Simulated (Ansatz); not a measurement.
```xyz
5

C     0.0098   -0.4075   -0.0961
O     0.0041   -0.3711    1.0977
O    -0.0024    0.6541   -0.9103
H    -0.0078   -1.3363   -0.6938
H    -0.0063    1.4500   -0.3355
```

Basis set: cc-pVDZ (spherical functions). Left uncorrelated: 3 orbitals. Charge 0, multiplicity 1.

Computed with Ansatz (development build ahead of 0.2.0); each method stands on the lowest determinant of its kind that the runs found. Restricted open shells among the atoms or ions are ROHF, correlated in semicanonical orbitals with singles.

Q: Give the atomization energy at this shape (free ground-state atoms in the same class of orbitals less the molecule, no zero-point energy) of singlet CH2O2 by RHF-MP2, RHF.

A:

```tsv
method	atomization energy
RHF-MP2	20.57 eV
RHF	14.30 eV
```
